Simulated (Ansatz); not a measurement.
Input file for CH$_{10}$AlBSi$_{2}$, SMILES `[SiH3]C[BH][AlH][SiH3]`:

```yaml
crystal:
  periodic: [false, false, false]
  atoms:
    - {symbol: Si, position_ang: [-0.047259, 0.815068, 1.730973]}
    - {symbol: C, position_ang: [1.501247, -0.280929, 1.499926]}
    - {symbol: B, position_ang: [0.801020, -1.293514, 0.586109]}
    - {symbol: Al, position_ang: [0.385508, -1.033558, -1.483056]}
    - {symbol: Si, position_ang: [-1.437181, 0.414426, -2.297616]}
    - {symbol: H, position_ang: [-0.049950, 1.394846, 3.098379]}
    - {symbol: H, position_ang: [-0.044665, 1.894861, 0.711619]}
    - {symbol: H, position_ang: [-1.296018, 0.020937, 1.561987]}
    - {symbol: H, position_ang: [2.238065, 0.394493, 1.059585]}
    - {symbol: H, position_ang: [1.824267, -0.625166, 2.484476]}
    - {symbol: H, position_ang: [0.331470, -2.265412, 1.122840]}
    - {symbol: H, position_ang: [1.258484, -1.782354, -2.591011]}
    - {symbol: H, position_ang: [-0.873855, 1.740116, -2.698245]}
    - {symbol: H, position_ang: [-2.138442, -0.133406, -3.495121]}
    - {symbol: H, position_ang: [-2.474591, 0.688793, -1.261446]}
basis:
  gaussian: {orbitals: def2-SVP}
correlation: {method: ccsd_t}
```

```sh
$ ansatz run in.yaml --threads 4 --pin off --events-out ev --progress --plain --max-ram 10444MiB
```

The program prints (abridged):

```
Functional definition: HF
1299 factors; integrals over basis functions are off by at most 1.2e-3 eV
mean field evaluation 1: about -24155.3839 eV, gradient 2.7e1 eV
mean field evaluation 2: about -24155.4168 eV, gradient 2.7e1 eV
mean field evaluation 4: about -24158.3044 eV, gradient 3.5e0 eV
mean field evaluation 8: about -24158.3599 eV, gradient 1.5e-1 eV
mean field evaluation 16: about -24158.3235 eV, gradient 4.2e-1 eV
mean field -24158.36012685 eV, -887.8033595371 hartree, gradient 2.2e-6 eV, S^2 0.000000; 0 other end points of the search recorded, 0 dependent functions left out
17 core orbitals not correlated: weight in the atoms' cores, before any rotation towards them, 1.000 or more for the frozen orbitals, at most 0.000 for the correlated occupied ones
reference -24158.36012685 eV, -887.8033595371 hartree; 14, 14 occupied and 101, 101 virtual orbitals, 1299 factors
second order -13.51184998 eV of doubles, -0.00000000 eV of singles
cycle   1  -15.21721562 eV  change    -1.7e0 eV  update   1.0e-1
cycle   2  -15.84555574 eV  change   -6.3e-1 eV  update   3.4e-2
cycle   3  -15.89818215 eV  change   -5.3e-2 eV  update   1.2e-2
cycle   4  -15.89212629 eV  change    6.1e-3 eV  update   4.3e-3
cycle   5  -15.89075735 eV  change    1.4e-3 eV  update   1.6e-3
cycle   6  -15.89047660 eV  change    2.8e-4 eV  update   5.8e-4
cycle   7  -15.89044031 eV  change    3.6e-5 eV  update   2.2e-4
cycle   8  -15.89050466 eV  change   -6.4e-5 eV  update   9.1e-5
cycle   9  -15.89051632 eV  change   -1.2e-5 eV  update   3.2e-5
perturbative correction -0.46591892 eV, -0.0171222044 hartree
Total energy: -24174.71656209 eV, -888.4044474452 hartree
```

Run time 3.9 s (4 threads of an Intel Xeon Platinum 8488C on a shared host); peak host memory 0.76 GiB.

The correlation energy is -16.356 eV, 2.8 % of it from (T); the T1 diagnostic reads 0.0128.
